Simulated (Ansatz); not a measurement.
`C=C[Si](N)(C=C)N(C)C`, charge 0, multiplicity 1.

Task: Give a relaxed structure at PBE0-D4/def2-TZVP (the Gaussian-basis code of Ansatz). (Best estimate.)

Result: Ansatz gave: 
```xyz
23

C     0.006    0.549    2.882
C     0.489    1.102    1.773
Si   -0.016    0.629    0.037
N    -1.391    1.479   -0.559
C     1.385    1.082   -1.115
C     1.222    1.447   -2.385
N    -0.435   -1.043    0.050
C     0.420   -2.027    0.670
C    -1.236   -1.612   -1.010
H    -0.685   -0.289    2.841
H     0.274    0.900    3.875
H     1.177    1.941    1.889
H    -2.247    1.453   -0.027
H    -1.246    2.395   -0.951
H     2.408    1.002   -0.745
H     0.234    1.537   -2.828
H     2.060    1.667   -3.041
H     1.044   -1.572    1.439
H    -0.178   -2.817    1.145
H     1.083   -2.515   -0.061
H    -1.900   -2.390   -0.612
H    -1.851   -0.842   -1.477
H    -0.617   -2.077   -1.792
```
This is one stationary point; other conformers may exist.
